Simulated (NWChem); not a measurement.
Species: CH₃AlClIO; SMILES C[O][Al]([Cl])[I]

```xyz
8

Al     0.1051     1.0699     0.0005
Cl     2.0602     1.7926     0.0119
I     -0.3386    -1.3447    -0.0156
O     -1.1470     2.1843     0.0018
C     -2.5349     2.2777     0.0001
H     -2.8846     2.7989     0.9075
H     -2.8773     2.8602    -0.8719
H     -3.0287     1.2897    -0.0357
```
Atoms are numbered in this order, from 1.

All runs: NWChem. Coordinates come from a PBE0/def2-SVP optimisation. Not confirmed as a minimum by frequencies. def2 effective core potentials on I; no spin-orbit coupling. B3LYP is NWChem's, with the RPA form of VWN correlation. Field at 589 nm.

Predict the results for B3LYP/def2-SVP (core potentials). Quantities: isotropic polarisability (bohr³); anisotropy (bohr³).


| Item | Value |
|---|---|
| isotropic polarisability (bohr³) | 70.3 |
| anisotropy (bohr³) | 33.0 |
